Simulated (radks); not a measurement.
Effect of the nuclear size on the palladium ion Pd+, [Kr] 4d9. Method: Dirac Kohn-Sham, LDA (Slater exchange, Perdew-Wang correlation), spin-unpolarised, spherical densities, finite nucleus; open shells fill j = l - 1/2 first; Fermi nuclear charge, rms radius 4.5318 fm; computed with a radial shooting solver on a logarithmic mesh with Libxc functionals. The rms radius is varied about that value; shifts are against it.

rms radius (fm) = 3.7976: total energy shift (eV) -0.746; density at nucleus (e/bohr^3) 1.353e+05; 1s1/2 shift (meV) -314; 2s1/2 shift (meV) -34.8; 4s1/2 shift (meV) -1.23; 5s1/2 (empty) shift (meV) -0.120
rms radius (fm) = 4.0877: total energy shift (eV) -0.465; density at nucleus (e/bohr^3) 1.34e+05; 1s1/2 shift (meV) -196; 2s1/2 shift (meV) -21.7; 4s1/2 shift (meV) -0.766; 5s1/2 (empty) shift (meV) -0.075
rms radius (fm) = 4.5318: total energy shift (eV) 0; density at nucleus (e/bohr^3) 1.322e+05; 1s1/2 shift (meV) 0.000; 2s1/2 shift (meV) 0.000; 4s1/2 shift (meV) 0.000; 5s1/2 (empty) shift (meV) 0.000
rms radius (fm) = 4.8943: total energy shift (eV) 0.410; density at nucleus (e/bohr^3) 1.309e+05; 1s1/2 shift (meV) 173; 2s1/2 shift (meV) 19.2; 4s1/2 shift (meV) 0.676; 5s1/2 (empty) shift (meV) 0.066
rms radius (fm) = 5.1617: total energy shift (eV) 0.730; density at nucleus (e/bohr^3) 1.3e+05; 1s1/2 shift (meV) 308; 2s1/2 shift (meV) 34.1; 4s1/2 shift (meV) 1.20; 5s1/2 (empty) shift (meV) 0.118

Slopes of the eigenvalues against <r^2> in GHz/fm^2, as finite differences over the two radii next to the reference (eigenvalue slopes, not the field-shift constants of lines): 1s1/2 12300, 2s1/2 1360, 4s1/2 48.1, 5s1/2 (empty) 4.72.
